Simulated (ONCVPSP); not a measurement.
**Transferability test, ONCV potential for titanium**

ONCVPSP 4.0.1 input, shortened (lines: element, Z, core and valence counts, functional; n l f; lmax; l rc ep ncon nbas qcut; lloc lpopt rc5 dvloc0; l nproj debl; icmod fcfact rcfact), PBEsol, scalar-relativistic:

```
  Ti 22.00    3    3  -116133      upf
    1    0    2.00
    2    0    2.00
    2    1    6.00
    3    0    2.00
    3    1    6.00
    3    2    2.00
    2
    0    0.95    0.00    4    7    7.90
    1    1.25    0.00    5    8   11.30
    2    1.70    0.00    3    7   10.70
    4    5    0.85    0.00
    0    2    0.90
    1    2    1.30
    2    2    0.30
    2    0.50    0.90
```

In the s channel the program set the typed energies aside and used -2.878, 0.250 Ha. In the p channel the program set the typed energies aside and used -2.008, 0.250 Ha. In the d channel the program set the typed energies aside and used -0.721, 0.250 Ha.

Energies are relative to the spin-unpolarised reference configuration 3s2 3p6 3d2; without spin polarisation the order of configurations can differ from experiment.

| valence configuration | charge | ΔE all-electron (eV) | error AE − PS (meV) |
| --- | --- | --- | --- |
| 3s2 3p6 3d2 4s1 | +1 | -13.471 | +1.2 |
| 3s2 3p6 3d1 | +3 | 26.896 | +43 |
| 3s2 3p6 3d2.5 4s1.5 | 0 | -20.480 | +0.8 |

What are ΔE and the potential's error for 3s2 3p6 3d2 4s2?

ΔE = -20.830 eV all-electron; the error (AE − PS) is +2.7 meV.

Levels in the configuration 3s2 3p6 3d2 4s2:

| level | all-electron (eV) | pseudo (eV) |
| --- | --- | --- |
| 3s | -62.451 | -62.443 |
| 3p | -38.775 | -38.771 |
| 3d | -4.275 | -4.268 |
| 4s | -4.477 | -4.478 |
